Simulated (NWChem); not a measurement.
C3H3N2, doublet; SMILES [c]1ccn[nH]1

```xyz
8

C     -1.1849     0.1229     0.0000
C     -0.3137     1.2030     0.0000
C      0.9555     0.5619     0.0000
N      0.8586    -0.7798     0.0000
N     -0.4762    -1.0252     0.0000
H     -0.5533     2.2703     0.0000
H      1.9516     1.0241     0.0000
H     -0.8169    -1.9865     0.0000
```
Atoms are numbered in this order, from 1.

Results from NWChem. Pople sets run with spherical d functions. Spin-unrestricted. In the optimisation the excess spin sits in a' (Cs, its own frame). Geometry: optimised at PBE-D3(BJ)/def2-SVP, spin-unrestricted. No stability test was run on the SCF state.

**Question.** Order these runs by computing time, cheapest first, and give rough ratios: CAM-B3LYP/6-311++G**; CAM-B3LYP/6-31G*; CAM-B3LYP/STO-3G.

**Answer.** CAM-B3LYP/STO-3G (1), CAM-B3LYP/6-31G* (10), CAM-B3LYP/6-311++G** (60). Ratios are rough, from one shared machine; the cheapest took about 7 core-seconds (a rough figure). What differs between the cheapest and the dearest: highest occupied level (eV) -6.25 → -8.60; lowest empty minus highest occupied level, either spin (eV) 7.11 → 6.13; dipole (D) 1.63 → 1.42.
